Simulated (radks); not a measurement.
Removal energies from the manganese ion Mn12+, [Ne] 3s2 3p(1/2: 1, 3/2: 0), by Delta-SCF beside the eigenvalue of the level emptied. Calculated with a radial shooting solver on a logarithmic mesh with Libxc functionals: Dirac Kohn-Sham, PBE, spin-unpolarised, spherical densities, finite nucleus; Fermi nuclear charge, rms radius of each element as measured or else 0.836 A^(1/3) + 0.57 fm. Sub-shells are occupied by j as written (lower j first in brackets).

removed from,final configuration,Delta-SCF (eV),-eigenvalue (eV)
3p1/2,[Ne] 3s2,342.85,327.51
3s1/2,"[Ne] 3s1 3p(1/2: 1, 3/2: 0)",374.49,359.37
2p3/2,"[He] 2s2 2p(1/2: 2, 3/2: 3) 3s2 3p(1/2: 1, 3/2: 0)",1004.5,960.91
2p1/2,"[He] 2s2 2p(1/2: 1, 3/2: 4) 3s2 3p(1/2: 1, 3/2: 0)",1015.6,971.57
